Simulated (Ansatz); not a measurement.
CAuO, charge +2, doublet, geometry from GFN2-xTB of the parent state (such geometries of metal compounds can be far from the true shape) (the multiplicity is a formal guess) (core potentials on Au); Ansatz (a quantum-chemistry and plane-wave program) with B3LYP/def2-SV(P).

Ansatz was given this input:
Ansatz 0.2 input:
```yaml
crystal:
  periodic: [false, false, false]
  atoms:
    - {symbol: Au, position_ang: [-0.00000000, -0.00000000, -0.37575670]}
    - {symbol: O, position_ang: [0.00000000, 0.00000000, 2.59477289]}
    - {symbol: C, position_ang: [0.00000000, 0.00000000, 1.48776598]}
basis:
  gaussian:
    orbitals: def2-SV_P_.json
hamiltonian:
  xc: b3lyp
total_charge: 2
magnetization: {spin_polarized: true, initial_magnetization: 1}
```
The basis file holds def2-SV(P) in the JSON format of the Basis Set Exchange.

It wrote (shortened):

```
Functional definition: B3LYP
616 factors; integrals over basis functions are off by at most 7.6e-4 eV
mean field evaluation 1: about -6738.2943 eV, gradient 5.3e1 eV
mean field evaluation 2: about -6635.4646 eV, gradient 1.4e2 eV
mean field evaluation 4: about -6748.5991 eV, gradient 9.2e0 eV
mean field evaluation 8: about -6749.0689 eV, gradient 8.0e-1 eV
mean field evaluation 16: about -6749.0723 eV, gradient 2.4e-4 eV
mean field -6749.07227206 eV, -248.0238313126 hartree, gradient 2.7e-5 eV, S^2 0.750676; 0 other end points of the search recorded, 0 dependent functions left out
reference -6749.07243668 eV, -248.0238373624 hartree; 16, 15 occupied and 37, 38 virtual orbitals, 616 factors
Total energy: -6749.07243668 eV, -248.0238373624 hartree
```
